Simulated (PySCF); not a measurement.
C5H12OSi, SMILES C(=C)[Si](CC)(O)C, GFN2-xTB optimised geometry.

```
19

C     -1.72     1.05    -0.02
C     -0.44     0.72     0.00
Si     0.21    -1.06     0.00
C      2.11    -1.06     0.00
O     -0.18    -1.84    -1.39
C     -0.52    -1.99     1.51
C     -0.17    -1.35     2.85
H     -2.06     2.07    -0.02
H     -2.50     0.31    -0.03
H      0.28     1.52     0.02
H      2.50    -0.59    -0.90
H      2.50    -2.07     0.04
H      2.50    -0.52     0.85
H     -1.09    -1.96    -1.65
H     -0.17    -3.02     1.51
H     -1.60    -2.03     1.42
H      0.91    -1.33     2.99
H     -0.52    -0.32     2.88
H     -0.62    -1.89     3.67
```

Density from B3LYP/def2-SVP (PySCF 2.14.0) at that geometry.

Minimum of the electron density along straight lines between bonded atoms, close to the bond critical point (lines longer than 1.1 times the sum of covalent radii, or with two minima, are not listed):

| bond | length / Å | ρ at the minimum / e bohr⁻³ | ∇²ρ there / e bohr⁻⁵ | position (fraction from the first atom) |
|---|---|---|---|---|
| C1–C2 | 1.324 | 0.345 | -0.93 | 0.51 |
| C2–Si3 | 1.898 | 0.111 | 0.34 | 0.62 |
| Si3–C4 | 1.896 | 0.114 | 0.33 | 0.38 |
| Si3–O5 | 1.640 | [?] | 1.03 | 0.41 |
| Si3–C6 | 1.913 | 0.112 | 0.30 | 0.38 |
| C6–C7 | 1.525 | [?] | -0.54 | 0.50 |
| C1–H8 | 1.080 | 0.283 | -1.08 | 0.63 |
| C1–H9 | 1.079 | 0.283 | -1.08 | 0.63 |
| C2–H10 | 1.083 | 0.278 | -1.02 | 0.63 |
| C4–H11 | 1.085 | 0.273 | -0.98 | 0.62 |
| C4–H12 | 1.085 | 0.273 | -0.98 | 0.62 |
| C4–H13 | 1.085 | 0.272 | -0.97 | 0.62 |
| O5–H14 | 0.953 | 0.356 | [?] | 0.81 |
| C6–H15 | 1.092 | 0.272 | -0.95 | 0.62 |
| C6–H16 | 1.092 | 0.270 | -0.94 | 0.62 |
| C7–H17 | 1.087 | 0.278 | -1.01 | 0.62 |
| C7–H18 | 1.088 | 0.278 | -1.02 | 0.63 |
| C7–H19 | 1.089 | 0.277 | -1.01 | 0.62 |

Problem. Fill in the missing entries.

Solution. 
- Si3–O5, ρ at the minimum / e bohr⁻³: 0.125
- C6–C7, ρ at the minimum / e bohr⁻³: 0.241
- O5–H14, ∇²ρ there / e bohr⁻⁵: -2.37
